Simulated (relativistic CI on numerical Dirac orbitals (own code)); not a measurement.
Ne⁹⁺: sensitivity of the levels to the model

Base calculation: Dirac-Coulomb-Breit CI, KLI orbitals optimised for each configuration, model QED.

Configuration list: 1s, 2s, 2p, 3s, 3p, 3d, 4s, 4p, 4d, 4f, 5s, 5p, 5d, 5f, 5g, 6s, 6p, 6d. Levels of other configurations are missing.

Variants: (1) QED terms removed; (2) non-relativistic limit. Shifts of the energy above 1s ²S1/2, in eV, for the lowest level and the first level of each name with at least 55 % of one term (blank where a level changes its place among those of its configuration and J or its character, or is not in the variant):

```tsv
Level	Base	Δ(1)	Δ(2)
1s ²S1/2	0.00	0.00	0.00
2p ²P°1/2	1021.50	+0.15	-1.10
2s ²S1/2	1021.52	+0.13	-1.12
2p ²P°3/2	1021.95	+0.15	-1.56
3p ²P°1/2	1210.83	+0.15	-1.47
3s ²S1/2	1210.83	+0.14	-1.47
3d ²D3/2	1210.96	+0.15	-1.60
3p ²P°3/2	1210.96	+0.15	-1.60
3d ²D5/2	1211.01	+0.15	-1.65
4p ²P°1/2	1277.07	+0.15	-1.58
4s ²S1/2	1277.08	+0.15	-1.58
4d ²D3/2	1277.13	+0.15	-1.63
4p ²P°3/2	1277.13	+0.15	-1.63
4f ²F°5/2	1277.15	+0.15	-1.65
4d ²D5/2	1277.15	+0.15	-1.65
4f ²F°7/2	1277.16	+0.15	-1.66
5p ²P°1/2	1307.73	+0.15	-1.62
5s ²S1/2	1307.73	+0.15	-1.62
5d ²D3/2	1307.76	+0.15	-1.65
5p ²P°3/2	1307.76	+0.15	-1.65
5f ²F°5/2	1307.77	+0.15	-1.66
5d ²D5/2	1307.77	+0.15	-1.66
```
